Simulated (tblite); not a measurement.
Input of a run (GFN2-xTB geometry optimisation, gas phase (tblite 0.8.0)), started from a force field or distance geometry:
```
{"job": {"kind": "relax", "xc": "GFN2-xTB", "basis": "xTB"}, "charge": 0, "multiplicity": 1}
C     -2.255300     0.440800     1.156700
C     -1.908600    -0.471100    -0.026700
C     -2.697800    -1.748700     0.184000
O     -0.573500    -0.812700     0.112800
Si     0.387100    -0.366600    -1.209400
C      1.012500     1.411000    -1.073700
Si     2.110200     0.710000     0.294600
N      3.657600     1.516900     0.563600
C      2.177300    -0.837400    -0.792600
H     -1.411600     1.082700     1.441500
H     -2.600500    -0.178200     2.006300
H     -3.101100     1.118400     0.831700
H     -2.129900     0.039000    -0.961100
H     -3.741900    -1.448700     0.421200
H     -2.635600    -2.381000    -0.703900
H     -2.276000    -2.338300     1.039300
H     -0.061500    -0.760000    -2.530600
H      1.580700     1.660500    -1.997400
H      0.277200     2.146100    -0.731300
H      1.284900     0.433700     1.494500
H      3.499300     2.383100     1.163900
H      4.280600     0.895200     1.154400
H      2.882100    -0.721700    -1.635200
H      2.231900    -1.753500    -0.194900
```

Output (eV, eV/Å):
```
step      E/eV     max force
  0    -783.37559    3.077
  1    -783.76776    1.276
  2    -783.91972    0.959
  3    -784.01127    0.641
  4    -784.09722    0.411
  5    -784.13038    0.469
  6    -784.16383    0.404
  7    -784.18461    0.261
  8    -784.19772    0.209
  9    -784.20756    0.233
 10    -784.21947    0.231
 11    -784.23459    0.261
 12    -784.25163    0.265
 13    -784.26688    0.223
 14    -784.27912    0.247
 15    -784.29006    0.292
 16    -784.30100    0.265
 17    -784.31120    0.237
 18    -784.32041    0.183
 19    -784.32982    0.274
 20    -784.34106    0.317
 21    -784.35498    0.289
 22    -784.37022    0.365
 23    -784.38415    0.377
 24    -784.39631    0.277
 25    -784.40718    0.216
 26    -784.41798    0.217
 27    -784.43029    0.256
 28    -784.44271    0.272
 29    -784.45259    0.208
 30    -784.46027    0.170
 31    -784.46749    0.209
 32    -784.47350    0.213
 33    -784.47801    0.206
 34    -784.48198    0.125
 35    -784.48585    0.108
 36    -784.48859    0.129
 37    -784.49351    0.145
 38    -784.49700    0.123
 39    -784.49975    0.104
 40    -784.50156    0.092
 41    -784.50292    0.070
 42    -784.50408    0.065
 43    -784.50539    0.096
 44    -784.50675    0.092
 45    -784.50795    0.071
 46    -784.50892    0.070
 47    -784.50983    0.079
 48    -784.51080    0.111
 49    -784.51181    0.097
 50    -784.51279    0.063
 51    -784.51383    0.071
 52    -784.51518    0.097
 53    -784.51692    0.130
 54    -784.51876    0.107
 55    -784.52042    0.086
 56    -784.52168    0.075
 57    -784.52278    0.077
 58    -784.52370    0.064
 59    -784.52453    0.052
 60    -784.52524    0.066
 61    -784.52592    0.068
 62    -784.52646    0.056
 63    -784.52688    0.039
 64    -784.52720    0.034
 65    -784.52749    0.032
 66    -784.52776    0.035
 67    -784.52803    0.033
 68    -784.52831    0.041
 69    -784.52857    0.035
 70    -784.52881    0.034
 71    -784.52904    0.040
 72    -784.52931    0.040
 73    -784.52966    0.043
 74    -784.53006    0.037
 75    -784.53048    0.043
 76    -784.53094    0.047
 77    -784.53148    0.052
 78    -784.53207    0.051
 79    -784.53263    0.047
 80    -784.53311    0.047
 81    -784.53358    0.044
 82    -784.53413    0.053
 83    -784.53472    0.053
 84    -784.53521    0.048
 85    -784.53561    0.046
 86    -784.53602    0.045
 87    -784.53655    0.055
 88    -784.53713    0.051
 89    -784.53762    0.046
 90    -784.53799    0.050
 91    -784.53840    0.050
 92    -784.53901    0.070
 93    -784.53985    0.078
 94    -784.54078    0.081
 95    -784.54169    0.084
 96    -784.54262    0.073
 97    -784.54370    0.091
 98    -784.54490    0.085
 99    -784.54617    0.094
100    -784.54735    0.089
101    -784.54879    0.071
102    -784.55012    0.079
103    -784.55127    0.074
104    -784.55241    0.068
105    -784.55348    0.059
106    -784.55397    0.084
107    -784.55445    0.095
108    -784.55491    0.042
109    -784.55531    0.031
110    -784.55559    0.033
111    -784.55609    0.036
112    -784.55645    0.043
113    -784.55688    0.041
114    -784.55721    0.042
115    -784.55757    0.044
116    -784.55797    0.040
117    -784.55839    0.041
118    -784.55869    0.031
119    -784.55889    0.034
120    -784.55907    0.032
121    -784.55932    0.037
122    -784.55968    0.057
123    -784.56000    0.056
124    -784.56022    0.036
125    -784.56037    0.037
126    -784.56052    0.037
127    -784.56070    0.038
128    -784.56085    0.029
129    -784.56102    0.028
130    -784.56123    0.046
131    -784.56151    0.053
132    -784.56181    0.042
133    -784.56210    0.047
134    -784.56238    0.041
135    -784.56269    0.045
136    -784.56299    0.052
137    -784.56332    0.035
138    -784.56364    0.033
139    -784.56390    0.036
140    -784.56428    0.043
141    -784.56466    0.043
142    -784.56502    0.034
143    -784.56529    0.030
144    -784.56545    0.044
145    -784.56571    0.035
146    -784.56589    0.023
147    -784.56608    0.021
148    -784.56614    0.020
149    -784.56622    0.015
150    -784.56627    0.015
151    -784.56631    0.018
152    -784.56637    0.017
153    -784.56642    0.014
154    -784.56646    0.013
155    -784.56651    0.017
156    -784.56656    0.017
157    -784.56660    0.013
158    -784.56663    0.010
159    -784.56664    0.011
160    -784.56666    0.010
161    -784.56669    0.011
162    -784.56672    0.013
163    -784.56675    0.016
164    -784.56678    0.016
165    -784.56683    0.016
166    -784.56687    0.017
167    -784.56693    0.016
168    -784.56697    0.017
169    -784.56702    0.014
170    -784.56707    0.012
171    -784.56711    0.013
172    -784.56715    0.016
173    -784.56719    0.018
174    -784.56723    0.015
175    -784.56727    0.010
176    -784.56731    0.014
177    -784.56735    0.016
178    -784.56740    0.018
179    -784.56746    0.022
180    -784.56755    0.023
181    -784.56765    0.022
182    -784.56776    0.030
183    -784.56789    0.036
184    -784.56804    0.036
185    -784.56819    0.027
186    -784.56832    0.023
187    -784.56840    0.021
188    -784.56848    0.019
189    -784.56857    0.018
190    -784.56867    0.026
191    -784.56874    0.029
192    -784.56883    0.024
193    -784.56892    0.020
194    -784.56904    0.020
195    -784.56916    0.030
196    -784.56933    0.038
197    -784.56951    0.037
198    -784.56966    0.024
199    -784.56974    0.023
200    -784.56981    0.022
201    -784.56989    0.020
202    -784.57001    0.026
203    -784.57010    0.029
204    -784.57022    0.029
205    -784.57038    0.026
206    -784.57069    0.031
207    -784.57099    0.041
208    -784.57140    0.067
209    -784.57172    0.042
210    -784.57218    0.040
211    -784.57241    0.045
212    -784.57277    0.041
213    -784.57332    0.059
214    -784.57370    0.062
215    -784.57429    0.073
216    -784.57470    0.098
217    -784.57547    0.059
218    -784.57602    0.045
219    -784.57668    0.046
220    -784.57751    0.061
221    -784.57795    0.057
222    -784.57847    0.067
223    -784.57891    0.063
224    -784.57927    0.056
225    -784.57964    0.038
226    -784.58002    0.033
227    -784.58036    0.041
228    -784.58068    0.045
229    -784.58095    0.047
230    -784.58128    0.039
231    -784.58156    0.037
232    -784.58183    0.040
233    -784.58204    0.032
234    -784.58229    0.023
235    -784.58243    0.030
236    -784.58263    0.029
237    -784.58276    0.028
238    -784.58290    0.029
239    -784.58305    0.036
240    -784.58328    0.049
241    -784.58360    0.055
242    -784.58406    0.057
243    -784.58436    0.094
244    -784.58501    0.054
245    -784.58536    0.043
246    -784.58572    0.035
247    -784.58588    0.038
248    -784.58605    0.026
249    -784.58623    0.030
250    -784.58630    0.020
251    -784.58635    0.020
252    -784.58641    0.016
253    -784.58645    0.020
254    -784.58650    0.016
255    -784.58658    0.019
256    -784.58664    0.021
257    -784.58672    0.017
258    -784.58680    0.018
259    -784.58689    0.021
260    -784.58698    0.021
261    -784.58707    0.019
262    -784.58715    0.018
263    -784.58723    0.020
264    -784.58730    0.017
265    -784.58737    0.019
266    -784.58745    0.018
267    -784.58753    0.019
268    -784.58761    0.020
269    -784.58770    0.021
270    -784.58782    0.019
271    -784.58794    0.021
272    -784.58804    0.026
273    -784.58812    0.022
274    -784.58823    0.020
275    -784.58839    0.022
276    -784.58854    0.025
277    -784.58867    0.024
278    -784.58876    0.019
279    -784.58883    0.017
280    -784.58889    0.014
281    -784.58894    0.012
282    -784.58898    0.010
283    -784.58901    0.012
284    -784.58905    0.014
285    -784.58908    0.011
286    -784.58910    0.008
```

Problem. Summarise the run.

Solution. The energy falls by 117.1 kJ/mol over 286 L-BFGS steps, the largest force on an atom goes from 3.08 to 0.008 eV/Å, and the atoms move by 1.123 Å rms after alignment. The bond that changes most is O4–Si5 (silyl ether oxygen to oxygen-bound silicon), which shortens by 0.074 Å. Bonds longer at the end by more than 0.005 Å: 7 of 24; shorter: 16. Among the angles that change most is C2–O4–Si5, from 113.8° to 128.3°. Among the dihedrals that turn most is H18–C6–Si7–H20, from 179° to 119°. The energy never rose by more than 1e-5 eV on the way. The first step brought 32 % of the lowering.

Problem. What are the final bond lengths?

Solution. C1–C2 1.524 Å, C2–C3 1.526 Å, C2–O4 1.402 Å, O4–Si5 1.620 Å, Si5–C6 1.914 Å, C6–Si7 1.910 Å, Si7–N8 1.726 Å, Si7–C9 1.904 Å, Si5–C9 1.901 Å, C1–H10 1.087 Å, C1–H11 1.087 Å, C1–H12 1.087 Å, C2–H13 1.100 Å, C3–H14 1.087 Å, C3–H15 1.087 Å, C3–H16 1.087 Å, Si5–H17 1.469 Å, C6–H18 1.086 Å, C6–H19 1.087 Å, Si7–H20 1.474 Å, N8–H21 1.007 Å, N8–H22 1.007 Å, C9–H23 1.084 Å, C9–H24 1.085 Å. Numbering counts from 1 in the input's order; the species is `CC(C)O[Si@H]1C[Si@H](N)C1`.

Its GFN2-xTB frequencies are all real (lowest 25 cm⁻¹). The numbers are those of one conformer.

These are computed values.
